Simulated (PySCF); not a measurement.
F$_{2}$Mn (SMILES [F][Mn][F]), sextet, geometry from GFN2-xTB (such geometries of metal compounds can be far from the true shape); B3LYP/def2-SVP (PySCF).

PySCF was given this input:
```python
from pyscf import gto, scf, dft

mol = gto.M(
    atom='''
Mn    0.009789    0.000267   -0.001718
F    -0.241809    1.281989   -1.098969
F     0.214616   -1.282730    1.103741
''',
    basis='def2-svp',
    charge=0,
    spin=5,
    verbose=4,
)

mf = dft.UKS(mol)
mf.xc = 'b3lyp'
mf.kernel()
```

### Question
What does PySCF print? Leave out banner, timings and long lists.

### Answer

```
PySCF version 2.14.0

[INPUT] verbose = 4
[INPUT] num. atoms = 3
[INPUT] num. electrons = 43
[INPUT] charge = 0
[INPUT] spin (= nelec alpha-beta = 2S) = 5
[INPUT] symmetry False subgroup None
[INPUT] Mole.unit = angstrom
[INPUT] Symbol           X                Y                Z      unit          X                Y                Z       unit  Magmom
[INPUT]  1 Mn     0.009789000000   0.000267000000  -0.001718000000 AA    0.018498529033   0.000504556875  -0.003246549482 Bohr   0.0
[INPUT]  2 F     -0.241809000000   1.281989000000  -1.098969000000 AA   -0.456952784455   2.422608104705  -2.076750429387 Bohr   0.0
[INPUT]  3 F      0.214616000000  -1.282730000000   1.103741000000 AA    0.405565461950  -2.424008391763   2.085768202454 Bohr   0.0

nuclear repulsion = 152.156888794619
number of shells = 23
number of NR pGTOs = 121
number of NR cGTOs = 59
basis = def2-svp
ecp = {}

******** <class 'pyscf.dft.uks.UKS'> ********
method = UKS
initial guess = minao
damping factor = 0
level_shift factor = 0
DIIS = <class 'pyscf.scf.diis.CDIIS'>
diis_start_cycle = 1
diis_space = 8
diis_damp = 0
SCF conv_tol = 1e-09
SCF conv_tol_grad = None
SCF max_cycles = 50
direct_scf = True
direct_scf_tol = 1e-13
number electrons alpha = 24  beta = 19
XC library pyscf.dft.libxc version 7.1.2
    S. Lehtola, C. Steigemann, M. J. T. Oliveira, and M. A. L. Marques,  SoftwareX 7, 1–5 (2018)
XC functionals = b3lyp
    P. J. Stephens, F. J. Devlin, C. F. Chabalowski, and M. J. Frisch,  J. Phys. Chem. 98, 11623 (1994)
radial grids:
    Treutler-Ahlrichs [JCP 102, 346 (1995); DOI:10.1063/1.469408] (M4) radial grids

becke partition: Becke, JCP 88, 2547 (1988); DOI:10.1063/1.454033
pruning grids: <function nwchem_prune>
grids dens level: 3
symmetrized grids: False
atomic radii adjust function: <function treutler_atomic_radii_adjust>
small_rho_cutoff = 0
Set gradient conv threshold to 3.16228e-05
tot grids = 49432
init E= -1349.23911584707

cycle= 1 E= -1343.5757392813  delta_E= 5.66  |g|= 2.09  |ddm|= 9.63

cycle= 2 E= -1322.24650372528  delta_E= 21.3  |g|= 5.76  |ddm|= 8.92

cycle= 3 E= -1336.83828590715  delta_E= -14.6  |g|= 4.32  |ddm|= 4.12
cycle= 4 E= -1338.03918781987  delta_E= -1.2  |g|= 4.38  |ddm|= 0.372
cycle= 5 E= -1337.62073515515  delta_E= 0.418  |g|= 4.38  |ddm|= 0.114

cycle= 6 E= -1337.65883874693  delta_E= -0.0381  |g|= 4.41  |ddm|= 0.822
cycle= 7 E= -1338.14092386945  delta_E= -0.482  |g|= 4.38  |ddm|= 1.17
cycle= 8 E= -1338.19597945916  delta_E= -0.0551  |g|= 4.38  |ddm|= 0.149
cycle= 9 E= -1338.09555034895  delta_E=  0.1  |g|= 4.39  |ddm|= 1.05

cycle= 10 E= -1304.85571619608  delta_E= 33.2  |g|= 9.72  |ddm|= 11.5

cycle= 11 E= -1342.41433928251  delta_E= -37.6  |g|= 2.85  |ddm|= 8.48
cycle= 12 E= -1341.02198609428  delta_E= 1.39  |g|= 4.23  |ddm|=   10
cycle= 13 E= -1340.76354540548  delta_E= 0.258  |g|= 4.27  |ddm|= 0.19
cycle= 14 E= -1340.96887986173  delta_E= -0.205  |g|= 4.26  |ddm|= 0.412
cycle= 15 E= -1340.69742425234  delta_E= 0.271  |g|= 4.27  |ddm|= 0.296
cycle= 16 E= -1340.87442460513  delta_E= -0.177  |g|= 4.26  |ddm|= 0.127
cycle= 17 E= -1340.19081228244  delta_E= 0.684  |g|= 4.28  |ddm|= 0.197
cycle= 18 E= -1339.43459345056  delta_E= 0.756  |g|= 4.32  |ddm|= 0.273
cycle= 19 E= -1339.77164569514  delta_E= -0.337  |g|=  4.3  |ddm|= 0.191

cycle= 20 E= -1311.33966836111  delta_E= 28.4  |g|= 9.51  |ddm|= 11.8

cycle= 21 E= -1342.64136546994  delta_E= -31.3  |g|= 2.63  |ddm|= 8.03
cycle= 22 E= -1337.90850404995  delta_E= 4.73  |g|= 4.53  |ddm|= 9.36
cycle= 23 E= -1338.22554029854  delta_E= -0.317  |g|= 4.47  |ddm|=  1.2
cycle= 24 E= -1338.36119966244  delta_E= -0.136  |g|= 4.46  |ddm|= 1.16
cycle= 25 E= -1338.39710303625  delta_E= -0.0359  |g|= 4.49  |ddm|=  1.2
cycle= 26 E= -1338.45134180786  delta_E= -0.0542  |g|= 4.47  |ddm|= 0.182
cycle= 27 E= -1338.50462557678  delta_E= -0.0533  |g|= 4.47  |ddm|= 0.156
cycle= 28 E= -1338.66562004776  delta_E= -0.161  |g|= 4.44  |ddm|= 1.21
cycle= 29 E= -1338.80516258765  delta_E= -0.14  |g|= 4.42  |ddm|= 0.133

cycle= 30 E= -1301.75533200847  delta_E=   37  |g|= 9.75  |ddm|= 11.5

cycle= 31 E= -1342.09322413069  delta_E= -40.3  |g|=    3  |ddm|= 8.67
cycle= 32 E= -1342.19231026672  delta_E= -0.0991  |g|= 4.15  |ddm|= 9.78
cycle= 33 E= -1341.42781339412  delta_E= 0.764  |g|= 4.25  |ddm|= 0.183
cycle= 34 E= -1342.02337112134  delta_E= -0.596  |g|= 4.21  |ddm|= 0.44
cycle= 35 E= -1342.36177666205  delta_E= -0.338  |g|= 4.17  |ddm|= 0.174
cycle= 36 E= -1342.13195136713  delta_E= 0.23  |g|=  4.2  |ddm|= 0.225
cycle= 37 E= -1341.64131267092  delta_E= 0.491  |g|= 4.24  |ddm|= 0.252
cycle= 38 E= -1339.91945675766  delta_E= 1.72  |g|= 4.39  |ddm|= 0.612
cycle= 39 E= -1340.36987048537  delta_E= -0.45  |g|= 4.33  |ddm|= 1.01

cycle= 40 E= -1339.49366917974  delta_E= 0.876  |g|= 4.08  |ddm|= 10.7

cycle= 41 E= -1349.36484887373  delta_E= -9.87  |g|= 1.65  |ddm|= 10.6
cycle= 42 E= -1350.35170170742  delta_E= -0.987  |g|= 0.593  |ddm|= 1.28
cycle= 43 E= -1350.42425813567  delta_E= -0.0726  |g|= 0.43  |ddm|= 0.653
cycle= 44 E= -1350.48111259563  delta_E= -0.0569  |g|= 0.125  |ddm|= 0.259
cycle= 45 E= -1350.48438083197  delta_E= -0.00327  |g|= 0.0739  |ddm|= 0.0639
cycle= 46 E= -1350.4869215451  delta_E= -0.00254  |g|= 0.0121  |ddm|= 0.0661
cycle= 47 E= -1350.48698127755  delta_E= -5.97e-05  |g|= 0.00356  |ddm|= 0.0129
cycle= 48 E= -1350.48698564644  delta_E= -4.37e-06  |g|= 0.00104  |ddm|= 0.00213
cycle= 49 E= -1350.48698622321  delta_E= -5.77e-07  |g|= 0.000224  |ddm|= 0.00107
cycle= 50 E= -1350.4869862562  delta_E= -3.3e-08  |g|= 2.93e-05  |ddm|= 0.000345
SCF not converged.
SCF energy = -1350.4869862562 after 50 cycles  <S^2> = 8.7589538  2S+1 = 6.0029839
```

The run did not converge; its last values are not results.
